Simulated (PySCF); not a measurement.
**Hf⁺ (hafnium, charge +1) across methods**

[Xe] 4f14 5d2 6s1, high-spin 4F determinant (an excited configuration). All numbers are calculated (PySCF 2.14, scalar relativity through the core potential, in aug-cc-pVTZ-PP with ECP60MDF (6s6p5d3f2g, 88 functions)).

```json
{"method": "wB97X", "E (hartree)": "-48.1810", "mean ε 5p β (eV)": "-45.871", "mean ε 6s α (eV)": "-13.559", "mean ε 5d α (eV)": "-13.278", "Σ⟨r²⟩ (bohr²)": "39.32", "⟨S²⟩": "3.751"}
{"method": "LDA", "E (hartree)": "-48.0373", "mean ε 5p β (eV)": "-41.002", "mean ε 6s α (eV)": "-11.632", "mean ε 5d α (eV)": "-10.159", "Σ⟨r²⟩ (bohr²)": "39.57", "⟨S²⟩": "3.750"}
{"method": "r2SCAN", "E (hartree)": "-48.2119", "mean ε 5p β (eV)": "-41.872", "mean ε 6s α (eV)": "-11.486", "mean ε 5d α (eV)": "-10.545", "Σ⟨r²⟩ (bohr²)": "39.36", "⟨S²⟩": "3.752"}
{"method": "BHandHLYP", "E (hartree)": "-48.0990", "mean ε 5p β (eV)": "-45.201", "mean ε 6s α (eV)": "-12.490", "mean ε 5d α (eV)": "-12.311", "Σ⟨r²⟩ (bohr²)": "39.38", "⟨S²⟩": "3.752"}
{"method": "B3LYP", "E (hartree)": "-48.2046", "mean ε 5p β (eV)": "-42.856", "mean ε 6s α (eV)": "-11.895", "mean ε 5d α (eV)": "-11.061", "Σ⟨r²⟩ (bohr²)": "39.42", "⟨S²⟩": "3.751"}
{"method": "TPSS", "E (hartree)": "-48.1885", "mean ε 5p β (eV)": "-41.302", "mean ε 6s α (eV)": "-11.265", "mean ε 5d α (eV)": "-10.296", "Σ⟨r²⟩ (bohr²)": "39.47", "⟨S²⟩": "3.751"}
{"method": "PBE0", "E (hartree)": "-48.1757", "mean ε 5p β (eV)": "-43.174", "mean ε 6s α (eV)": "-12.034", "mean ε 5d α (eV)": "-11.388", "Σ⟨r²⟩ (bohr²)": "39.35", "⟨S²⟩": "3.751"}
{"method": "UHF", "E (hartree)": "-47.74241", "mean ε 5p β (eV)": "-48.490", "mean ε 6s α (eV)": "-13.546", "mean ε 5d α (eV)": "-14.334", "Σ⟨r²⟩ (bohr²)": "39.90", "⟨S²⟩": "3.755"}
{"method": "PBE", "E (hartree)": "-48.2013", "mean ε 5p β (eV)": "-41.068", "mean ε 6s α (eV)": "-11.387", "mean ε 5d α (eV)": "-10.240", "Σ⟨r²⟩ (bohr²)": "39.47", "⟨S²⟩": "3.751"}
```

Energies and moments cover only the electrons outside the core potential. Spin-orbit coupling, absent here, splits the open shell strongly.
